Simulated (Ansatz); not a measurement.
CH$_{6}$AlBClGa. Total charge 0; spin multiplicity 1. The bonds changed during the relaxation, so this is another structure than the one it started from.

```xyz
11

Al    0.828    0.599   -1.420
B     0.434   -1.020    0.141
C    -0.945   -1.155    0.670
Ga   -0.167    0.770    1.099
Cl   -1.026    1.948   -0.690
H     2.053    1.603   -1.358
H     0.376   -0.143   -2.749
H     1.333   -1.752    0.436
H    -1.803   -0.621    0.244
H    -1.260   -1.943    1.351
H     0.177    1.714    2.275
```

(1) List the harmonic frequencies (cm⁻¹, unscaled) at PBE0-D4/def2-TZVP in Ansatz. (Best estimate.)

(2) Is this a minimum?

(3) Give the ideal-gas thermochemistry at 298.15 K and 1 bar (rigid rotor, harmonic oscillator; point group C1, symmetry number 1).

(4) Rotational constants (cm⁻¹)?

Answers

(1) The calculation gave: 114, 163, 188, 196, 310, 325, 341, 360, 424, 438, 483, 553, 606, 633, 727, 763, 881, 928, 1020, 1198, 1457, 1907, 1923, 2048, 2620, 3062, 3166.

(2) Yes, all 27 modes are real.

(3) Zero-point energy 160.5 kJ/mol; H(298) − E = 185.2 kJ/mol; entropy 372.9 J/(mol·K), of which translation 172.2, rotation 117.7, vibration 83.0; G(298) − E = 74.0 kJ/mol.

(4) 0.08732, 0.06641, 0.04871.
